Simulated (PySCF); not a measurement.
A structure optimised at PBE-D3(BJ)/def2-SVP, used in a PySCF frequency run:

```xyz
15

Si     2.3571     0.7469    -0.1563
C      0.6063     0.4979     0.5476
N     -0.4001     1.1395    -0.3159
Si    -1.9504     0.3401    -0.4807
O     -1.5123    -1.2189     0.0050
Si     0.0844    -1.3535     0.5528
H      2.6326     2.2226    -0.3020
H      2.4703     0.1047    -1.5108
H      3.3881     0.1541     0.7698
H      0.5934     0.8639     1.6064
H     -0.2284     2.1188    -0.5560
H     -3.0514     0.8198     0.4312
H     -2.4483     0.3908    -1.8975
H      0.1393    -1.9644     1.9235
H      0.8906    -2.1923    -0.4002
```

Write its SMILES and formula.

[SiH3][C@H]1N[SiH2]O[SiH2]1, CH9NOSi3

What are its rotational constants (standard atomic weights)?

3.2577, 1.3289, 1.0135 GHz
